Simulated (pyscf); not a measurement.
# H₂N–GaH–Cl, singlet

Gas-phase minimum from PySCF at ωB97X-D3(BJ)/def2-SVP, one conformer. 

```
Ga
N 1 1.7987
H 2 1.0130 1 124.64
H 2 1.0136 3 112.37 1 179.73
H 1 1.5467 2 126.18 3 -0.25
Cl 1 2.1522 5 120.08 2 179.96
```
Charge 0, spin multiplicity 1.

Properties at ωB97X-D3(BJ)/def2-SVP:

```json
{
 "harmonic_wavenumbers_unscaled": "159, 301, 380, 428, 522, 594, 741, 760, 1527, 2084, 3631, 3738 cm⁻¹",
 "zero_point_energy": "21.2 kcal/mol",
 "rotational_symmetry_number": "1",
 "Entropy of this conformer at 298 K and 1 atm, rigid rotor and harmonic oscillator, modes under 100 cm⁻¹ raised to 100": "305.7 J/(mol K)",
 "dipole_moment": "2.71 D"
}
```

Single-point totals, which compare only within one level (frozen core for MP2 and CC):

```json
[
 {"level": "ωB97X-D3(BJ)/def2-TZVP", "total energy (hartree)": "-2441.71379"},
 {"level": "PBE/def2-TZVP", "total energy (hartree)": "-2441.17190"},
 {"level": "r²SCAN/def2-TZVP", "total energy (hartree)": "-2441.65204"},
 {"level": "B3LYP-D3(BJ)/def2-TZVP", "total energy (hartree)": "-2441.79809"},
 {"level": "PBE0-D3(BJ)/def2-TZVP", "total energy (hartree)": "-2441.25666"},
 {"level": "M06-2X/def2-TZVP", "total energy (hartree)": "-2441.68072"},
 {"level": "ωB97M-D3(BJ)/def2-TZVP", "total energy (hartree)": "-2441.81509"},
 {"level": "HF/def2-TZVPP", "total energy (hartree)": "-2439.06407"},
 {"level": "MP2/def2-TZVPP", "total energy (hartree)": "-2439.69656"},
 {"level": "CCSD/def2-TZVPP", "total energy (hartree)": "-2439.71822"},
 {"level": "CCSD(T)/def2-TZVPP", "total energy (hartree)": "-2439.74465"}
]
```

Soft torsions are taken as harmonic, which can shift the entropy by several J/(mol K). The CCSD(T) − MP2 part came from Ansatz, without density fitting, on the same reference. The frozen core leaves the outer d or s,p core shells of the metals and heavy elements correlated in the MP2 and CC values, and def2-TZVPP describes them poorly, so these totals are far from the basis limit. Elements up to Kr have no core potential and no relativistic terms here.
